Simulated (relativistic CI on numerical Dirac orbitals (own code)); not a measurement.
Mo2+: L2,3 absorption edge

Computed with this model: Dirac-Coulomb-Breit CI, KLI orbitals optimised for each configuration, a model potential for QED, multiplet model of core-to-valence dipole absorption, unscaled Slater integrals; configurations [Kr] 4d4 → [He] 2s2 2p5 3s2 3p6 3d10 4s2 4p6 4d5; 300 K; Lorentzian 0.96 eV and Gaussian 0.5 eV FWHM. Energies are those of the free ion, without screening or charge transfer. The branching ratio is the share of the lower-energy edge in the whole absorption, uncertain by about 0.02 where the edges overlap. S is read from ⟨S²⟩ = S(S + 1).

Field parameters in Wybourne normalisation: Td as Oh with Dq negative (B⁴₀ = 21Dq, B⁴₄ = √(5/14) B⁴₀). The field is a parameter set, without covalency.

free ion: ground-state S = 1.99, centroid 2547.98 eV, branching ratio 0.771. Peaks (eV, height): 2521.3 (39), 2523.8 (100), 2629.3 (33), 2630.7 (20).

Td, 10Dq = -4750 cm⁻¹: ground-state S = 1.99, centroid 2551.77 eV, branching ratio 0.735. Peaks (eV, height): 2521.4 (32), 2524.0 (100), 2625.9 (9), 2629.3 (35), 2630.8 (16).

Td, 10Dq = -10000 cm⁻¹: ground-state S = 1.98, centroid 2551.74 eV, branching ratio 0.736. Peaks (eV, height): 2521.8 (36), 2524.2 (100), 2626.2 (11), 2629.5 (32).

Td, 10Dq = -12600 cm⁻¹: ground-state S = 1.74, centroid 2549.24 eV, branching ratio 0.759. Peaks (eV, height): 2524.2 (100), 2626.4 (11), 2629.6 (28).

Td, 10Dq = -15250 cm⁻¹: ground-state S = 0.10, centroid 2551.65 eV, branching ratio 0.736. Peaks (eV, height): 2523.7 (100), 2628.4 (37).

Td, 10Dq = -17900 cm⁻¹: ground-state S = 0.05, centroid 2553.45 eV, branching ratio 0.720. Peaks (eV, height): 2523.9 (100), 2628.6 (41).

The statistical ratio of this edge is 2/3 = 0.667. Values above it arise where the holes sit mainly in the j = l + 1/2 valence subshell or the ground state has high spin; values below it where core-valence Coulomb terms move weight to the upper edge, as in nearly empty shells. At deep edges of heavy elements the radial integrals of the two core levels differ, which raises the baseline.

Strongest unbroadened transitions for Td, 10Dq = -17900 cm⁻¹:

```
Energy (eV)  Relative strength
    2523.17                4.8
    2523.84              100.0
    2523.87               15.7
    2523.97               12.3
    2524.05                3.3
    2524.12                2.1
    2524.61                3.5
    2525.43                1.0
    2525.81                0.8
    2525.84                1.4
    2526.20                0.8
    2526.55                1.5
    2526.68                1.2
    2527.36                1.3
    2628.57               37.9
    2628.59               16.1
    2629.00                3.0
    2631.65                1.5
```
